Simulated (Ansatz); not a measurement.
Reaction (SMILES): Br (HBr) → Br atom + H atom
B3LYP-D3(BJ)/def2-TZVP geometries, fixed; electronic energies without zero-point terms.
Largest species:
```xyz
2

Br     0.0000     0.0000    -0.0396
H      0.0000     0.0000     1.3852
```

Basis-set convergence of the bond dissociation energy at MP2 with Ansatz (a quantum-chemistry and plane-wave program). Cartesian d functions, on some or all atoms, in 3-21G; all else is spherical. Cores are frozen (with 3d on Ga to Br). Open shells are unrestricted. No added dispersion term, no relativity. Functions are those of the species that has most. Reference: Hartree-Fock in aug-cc-pV5Z plus the correlation part extrapolated as X^-3 from aug-cc-pVQZ and aug-cc-pV5Z, 93.18 kcal/mol, itself unsure by roughly 0.15 kcal/mol (a third of the extrapolation step and of the last Hartree-Fock step).

| basis | functions | bond dissociation energy (kcal/mol) |
|---|---|---|
| STO-3G | 19 | 86.81 |
| 3-21G | 25 | ___ |
| cc-pVDZ | 32 | 85.11 |
| pcseg-1 | 32 | ___ |
| def2-SVP | 37 | ___ |
| aug-cc-pVDZ | 45 | 87.47 |
| def2-SVPD | 49 | 87.82 |
| def2-TZVP | 54 | 87.81 |
| cc-pVTZ | 57 | ___ |
| def2-QZVPPD | 131 | 92.06 |
| aug-cc-pVQZ | 139 | 92.33 |
| cc-pV5Z | 159 | 92.48 |
| aug-cc-pV5Z | 220 | 92.75 |

Problem. Complete the blanks.

Solution. 
- 3-21G, bond dissociation energy (kcal/mol): 65.24
- pcseg-1, bond dissociation energy (kcal/mol): 84.62
- def2-SVP, bond dissociation energy (kcal/mol): 85.71
- cc-pVTZ, bond dissociation energy (kcal/mol): 90.11
